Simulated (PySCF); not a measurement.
**Working out the ionisation energy of Co**

Co [Ar] 3d7 4s2 (4F) → Co⁺ [Ar] 3d8 (3F). All numbers are calculated (PySCF 2.14, the non-relativistic Hamiltonian (point nucleus), in 6-31G* (5s4p2d1f, 34 functions)). Frozen: [Ar]. Energies in hartree (1 hartree = 27.21139 eV):

```json
{"part": "UHF", "Co (lower)": "-1381.198821", "Co⁺ (upper)": "-1380.860532"}
{"part": "MP2 opposite-spin", "Co (lower)": "-0.084856", "Co⁺ (upper)": "-0.096541"}
{"part": "MP2 same-spin", "Co (lower)": "-0.049063", "Co⁺ (upper)": "-0.058521"}
```

Problem. What does Hartree-Fock give?

Solution. (-1380.860532) − (-1381.198821) = 0.338289 hartree = 9.205 eV.

Problem. What do MP2 and SCS-MP2 (6/5 opposite-spin, 1/3 same-spin) give?

Solution. The opposite-spin parts differ by -0.318 eV and the same-spin parts by -0.257 eV. MP2: 9.205 + (-0.318) + (-0.257) = 8.630 eV. SCS-MP2: 9.205 + 1.2 × (-0.318) + (-0.257)/3 = 8.738 eV.

Measured between the centres of the two terms (NIST): 7.869 eV, so MP2 (valence) is off by 0.761 eV.

The calculation is non-relativistic.

What remains against the reference includes basis incompleteness, the frozen core and correlation beyond second order.
